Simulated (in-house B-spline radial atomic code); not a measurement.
# Ionising Te6+ with different functionals

Computed with a radial B-spline atomic code at the basis-set limit: non-relativistic Hamiltonian, point nucleus, spin-polarised at highest spin, spherical fractional occupations for the functionals, and exact exchange of hybrids averaged over the configuration. The ionisation energy is the difference of two self-consistent energies, [Kr] 4d10 → [Kr] 4d9, without Breit or QED terms; ε is the level of the shell that loses the electron (its least bound occupied spin orbital). There is no spin-orbit coupling in this Hamiltonian.

```
   method                    rung  ΔSCF (eV)  -ε(4d) (eV)
     PBE0           global hybrid     125.66       118.06
    B3LYP           global hybrid     125.62       117.40
    TPSSh           global hybrid     125.58       116.13
   M06-2X           global hybrid          ?            ?
BHandHLYP           global hybrid     125.59       121.10
  r2SCAN0           global hybrid     126.13       118.62
    B97-1           global hybrid     125.51       117.39
    HSE06  range-separated hybrid     125.62       117.61
    wB97X  range-separated hybrid     125.33       120.22
CAM-B3LYP  range-separated hybrid     125.55       119.38
  LC-wPBE  range-separated hybrid          ?            ?
```

Problem. What does LC-wPBE give?

Solution. ΔSCF 125.50 eV, and -ε(4d) = 120.34 eV.

Problem. What does M06-2X give?

Solution. ΔSCF 125.41 eV, and -ε(4d) = 121.32 eV.

Problem. Among the functionals, which spreads more, the ΔSCF values or the orbital energies?

Solution. The orbital energies: ΔSCF values span about 0.81 eV and the orbital energies 5.19 eV; here energy differences depend much less on the functional than eigenvalues do.

Problem. How do they compare with the NIST value?

Solution. NIST lists 124.20 eV ± 0.06 (measured, ground level to ground level). Errors run from +1.13 to +1.93 eV. The correlated functionals all miss on the same side by more than they spread, so the cause is common to them (relativity, Breit-QED terms, multiplet and fine-structure energies, or a listed next ion that isn't the cheapest removal here) and closeness doesn't rank the functionals.
